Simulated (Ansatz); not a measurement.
One change: `C[Se]C` becomes `C[Se][InH2]`.

Ansatz, PBE0-D4/def2-TZVP geometries, multiplicity 1. 

Elements past krypton have def2 core potentials. Scalar relativity is left out up to krypton.

```json
{"property": "zero-point energy (PBE0-D4/def2-TZVP) / kJ/mol", "`C[Se]C`": "195.5"}
{"property": "HOMO energy (B3LYP/def2-TZVPP) / eV", "`C[Se]C`": "-5.79"}
{"property": "HOMO energy (ωB97M-V/def2-TZVPP) / eV", "`C[Se]C`": "-8.21"}
{"property": "HOMO energy (PBE/def2-TZVPP) / eV", "`C[Se]C`": "-4.85"}
{"property": "HOMO–LUMO gap (B3LYP/def2-TZVPP) / eV", "`C[Se]C`": "5.98"}
{"property": "HOMO energy (PBE0/def2-TZVPP) / eV", "`C[Se]C`": "-6.00"}
```

(1) Give the same properties after the change, and the shifts. (An estimate is asked.)

Answers

(1) Ansatz gave: 
```
                                      property  `C[Se][InH2]`  shift
zero-point energy (PBE0-D4/def2-TZVP) / kJ/mol          130.9  -64.6
           HOMO energy (B3LYP/def2-TZVPP) / eV          -6.41  -0.62
         HOMO energy (ωB97M-V/def2-TZVPP) / eV          -8.71  -0.50
             HOMO energy (PBE/def2-TZVPP) / eV          -5.59  -0.74
         HOMO–LUMO gap (B3LYP/def2-TZVPP) / eV           4.56  -1.42
            HOMO energy (PBE0/def2-TZVPP) / eV          -6.61  -0.61
```

With PBE0 the HOMO falls by 0.61 eV and the LUMO falls by 2.07 eV, so the gap narrows by about 1.46 eV. PBE moves the HOMO by -0.74 eV and ωB97M-V by -0.50 eV. The zero-point energy changes by -64.6 kJ/mol with -3 modes.

B3LYP here is the variant with VWN-RPA as its local correlation; programs differ in this.

Spin–orbit coupling is left out; it splits and shifts lone-pair levels of the heavy atoms by tenths of an eV.
